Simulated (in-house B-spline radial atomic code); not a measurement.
# Two electrons outside the [He] 2s2 2p6 core: the ruthenium ion Ru³²⁺

Computed with a B-spline radial code for spherical atoms: configuration interaction (CI) of the two valence electrons in the field of the frozen Dirac-Fock core, alone and with many-body perturbation theory for the core (screened one- and two-electron correlation potentials), Breit and QED terms; no-pair Dirac Hamiltonian, finite nucleus. Labels give the configuration (outer n counted up each series) and the leading LS term, or the jj pair where no LS term holds 70 %.

Command:
```bash
python run_mb.py task.json out
```
Settings (nuclear radius in fm, box in bohr, cutoff in hartree):
```
basis_form          3
Z                   44
core_configuration  [He] 2s2 2p6
rms_radius          4.4809
mass_number         102
speed_of_light      137.036
box_radius          2.647
lmax                6
intervals           57
virtual_cutoff      3872.0
```

Time taken, with all properties: 39 s on 1 thread of Intel(R) Xeon(R) 6975P-C (shared host).

Excitation energies (eV):

```json
{"level": "3s2 1S0", "purity of the LS term": "1.0", "CI alone": "0", "CI + MBPT + Breit + QED": "0"}
{"level": "3s3p 3P°0", "purity of the LS term": "1.0", "CI alone": "64.652", "CI + MBPT + Breit + QED": "64.61"}
{"level": "3s3p 3P°1", "purity of the LS term": "0.887", "CI alone": "?", "CI + MBPT + Breit + QED": "?"}
{"level": "3s3p 3P°2", "purity of the LS term": "1.0", "CI alone": "97.639", "CI + MBPT + Breit + QED": "97.085"}
{"level": "3s3p 1P°1", "purity of the LS term": "0.886", "CI alone": "119.41", "CI + MBPT + Breit + QED": "118.38"}
{"level": "3p2 3P0", "purity of the LS term": "0.789", "CI alone": "155.75", "CI + MBPT + Breit + QED": "155.01"}
{"level": "3p2 1D2", "purity of the LS term": "0.717", "CI alone": "181.8", "CI + MBPT + Breit + QED": "180.77"}
{"level": "3p2 3P1", "purity of the LS term": "0.999", "CI alone": "182.61", "CI + MBPT + Breit + QED": "181.48"}
{"level": "3s3d 3D1", "purity of the LS term": "1.0", "CI alone": "209.73", "CI + MBPT + Breit + QED": "208.34"}
{"level": "3p2 (1/2,3/2)2", "purity of the LS term": "0.45 (3P)", "CI alone": "209.93", "CI + MBPT + Breit + QED": "208.49"}
{"level": "3s3d (1/2,5/2)2", "purity of the LS term": "0.676 (3D)", "CI alone": "213.45", "CI + MBPT + Breit + QED": "211.88"}
{"level": "3s3d 3D3", "purity of the LS term": "1.0", "CI alone": "216.84", "CI + MBPT + Breit + QED": "215.11"}
{"level": "3p2 1S0", "purity of the LS term": "0.789", "CI alone": "231.09", "CI + MBPT + Breit + QED": "229.44"}
{"level": "3s3d 1D2", "purity of the LS term": "0.927", "CI alone": "238.16", "CI + MBPT + Breit + QED": "236.12"}
{"level": "3p3d 3F°2", "purity of the LS term": "0.776", "CI alone": "279.64", "CI + MBPT + Breit + QED": "278.09"}
{"level": "3p3d 3F°3", "purity of the LS term": "0.774", "CI alone": "293.95", "CI + MBPT + Breit + QED": "291.99"}
{"level": "3p3d (1/2,5/2)°2", "purity of the LS term": "0.407 (3P)", "CI alone": "295.65", "CI + MBPT + Breit + QED": "293.61"}
{"level": "3p3d (1/2,3/2)°1", "purity of the LS term": "0.647 (3D)", "CI alone": "?", "CI + MBPT + Breit + QED": "?"}
{"level": "3p3d (3/2,3/2)°2", "purity of the LS term": "0.415 (1D)", "CI alone": "318.12", "CI + MBPT + Breit + QED": "315.88"}
{"level": "3p3d 3F°4", "purity of the LS term": "1.0", "CI alone": "319.45", "CI + MBPT + Breit + QED": "317.16"}
```

Q: Where does 3s3p 3P°1 lie?

A: 70.115 eV in CI alone and 69.921 eV with all corrections.

Q: Where does 3p3d (1/2,3/2)°1 lie?

A: 296.12 eV in CI alone and 294.22 eV with all corrections.

Q: What is the first ionisation energy?

A: 1946.3 eV to the 3s1/2 state of the next ion (1947.2 eV from CI alone). NIST lists 1949 ± 3 eV (semi-empirical).

Some electric-dipole lines (reduced elements in atomic units, length form; vacuum wavelengths from the computed energies):

```tsv
upper	lower	D bare (size)	D with core polarisation (size)	λ (nm)	A (s⁻¹)
3s3p 1P°1	3s2 1S0	0.424	0.419	10.474	1e+11
3p2 3P1	3s3p 3P°0	0.271	0.268	10.608	4.1e+10
3s3d 3D1	3s3p 3P°0	0.231	0.228	8.6259	5.5e+10
```

Weak lines are less accurate than strong ones.
